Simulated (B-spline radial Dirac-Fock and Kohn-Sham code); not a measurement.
**Auger parameter of chromium: the K level and its strongest K-LL line**

Level of theory: multi-electron Dirac-Fock with separately optimised hole states, Breit and Lamb-shift corrections added in first order; a radial finite-basis atomic code. The modified Auger parameter α′ is the binding energy plus the kinetic energy of the Auger electron; it does not depend on the energy zero. For free ions it tends to fall with charge, since less charge screens the final holes.

| species | configuration | binding 1s (eV) | Auger line | kinetic (eV) | α′ (eV) |
| --- | --- | --- | --- | --- | --- |
| Cr | [Ar] 3d5 4s1 | 5995.2 | L2L3 J=2 | 4765.9 | 10761.1 |
| Cr⁺ | [Ar] 3d5 | 6003.8 | L2L3 J=2 | 4755.6 | 10759.4 |
| Cr⁺ (Watson 2.7 Å) | [Ar] 3d5 | 5998.4 | L2L3 J=2 | 4761.0 | 10759.4 |
| Cr²⁺ | [Ar] 3d4 | 6020.9 | L2L3 J=2 | 4732.8 | 10753.7 |
| Cr²⁺ (Watson 1.6 Å) | [Ar] 3d4 | 6003.0 | L2L3 J=2 | 4750.8 | 10753.8 |
| Cr²⁺ (Watson 2.4 Å) | [Ar] 3d4 | 6008.9 | L2L3 J=2 | 4744.8 | 10753.7 |
| Cr³⁺ | [Ar] 3d3 | 6041.5 | L2L3 J=2 | 4706.9 | 10748.3 |
| Cr³⁺ (Watson 2.7 Å) | [Ar] 3d3 | 6025.5 | L2L3 J=2 | 4722.9 | 10748.3 |
| Cr⁴⁺ | [Ar] 3d2 | 6065.1 | L2L3 J=2 | 4678.1 | 10743.2 |
| Cr⁴⁺ (Watson 1.8 Å) | [Ar] 3d2 | 6033.1 | L2L3 J=2 | 4710.1 | 10743.2 |
| Cr⁵⁺ | [Ar] 3d1 | 6091.7 | L2L3 J=2 | 4646.6 | 10738.3 |
| Cr⁵⁺ (Watson 1.6 Å) | [Ar] 3d1 | 6046.7 | L2L3 J=2 | 4691.6 | 10738.3 |
| Cr⁶⁺ | [Ne] 3s2 3p6 | 6121.0 | L2L3 J=2 | 4612.6 | 10733.6 |

Values without a named source are computed, but for edge energies of neutral atoms, which are taken from tables.
